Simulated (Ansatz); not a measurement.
Ansatz results at the PBE0-D4/def2-TZVP geometry: HOMO–LUMO gap (PBE/def2-TZVPP) 1.40 eV; HOMO–LUMO gap (PBE0/def2-TZVPP) 3.43 eV; LUMO energy (PBE/def2-TZVPP) -3.75 eV.

Which molecule gave them?
A. `[BH2][Al]1[CH2][NH]1`
B. `CNC1=CB1`
C. `O=C([SiH3])BO`
D. `SC1OBO1`

A. The others give `SC1OBO1`: 5.30, 7.57, -1.13; `O=C([SiH3])BO`: 1.83, 4.30, -3.73; `CNC1=CB1`: 5.36, 7.46, -0.30.
